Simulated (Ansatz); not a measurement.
`[CH3][SnH]([OH])[Br]` + H–F → `[CH3][SnH]([F])[Br]` + H₂O at 700 K and 1 bar (ligand exchange at the Sn–O bond).

Calculated with Ansatz (gas phase, PBE0-D4/def2-TZVP geometries, no zero-point term in ΔE). CCSD(T)/CBS adds triple-zeta CCSD(T) − MP2 to the extrapolated MP2 energy (def2 sets, frozen cores). This one scheme is used for every species. def2 core potentials past Kr. For Br, Sn outer-core shells are correlated without core-valence functions, which leaves a few kJ/mol of doubt a bond. Scalar relativity is left out up to krypton. One conformer a species, not always the lowest.

```tsv
species	CCSD(T)/CBS energy (Eh)	H − E (kJ/mol)	S (J/(mol·K))
`[CH3][SnH]([OH])[Br]`	-2903.65401	225.5	492.2
H–F	-100.39570	45.2	198.5
`[CH3][SnH]([F])[Br]`	-2927.68269	189.2	468.4
H₂O	-76.37941	80.5	218.4
```

H − E and S are ideal-gas, rigid-rotor, harmonic terms from PBE0-D4/def2-TZVP, for one conformer and one mirror image of each species. 1 Eh = 2625.50 kJ/mol, R = 8.31446 J/(mol·K).

Question: By hand: ΔE, ΔH, ΔS and ΔG.

Answer: ΔE = (-2927.68269) + (-76.37941) − (-2903.65401) − (-100.39570) = -0.01239 Eh = -32.5 kJ/mol. Δ(H − E) = 189.2 + 80.5 − 225.5 − 45.2 = -1.0, so ΔH = -33.5 kJ/mol. ΔS = 468.4 + 218.4 − 492.2 − 198.5 = -3.9 J/(mol·K). ΔG = -33.5 − 700 × (-3.9)/1000 = -30.8 kJ/mol.

Question: By hand: the equilibrium constant, and the temperature at which ΔG would vanish if ΔH and ΔS stayed fixed.

Answer: log₁₀ K = −ΔG/(RT ln 10) = 2.3. ΔG = 0 at ΔH/ΔS = 8590 K, far beyond where these terms or the molecules hold.

The number of gas molecules stays the same, so ΔS is small and ΔH decides. A doubt of 5 kJ/mol in ΔE shifts log₁₀ K by 0.4 here. Other conformers and mirror images would add mixing entropy, several J/(mol·K) or more a flexible species. Modes under 60 cm⁻¹, often nearly free rotors, make the harmonic entropy too high. These are equilibria of isolated gas molecules and say nothing of rates. Largest T1 diagnostic: 0.011 (customary marks: 0.02 for closed shells, 0.045 for open ones).
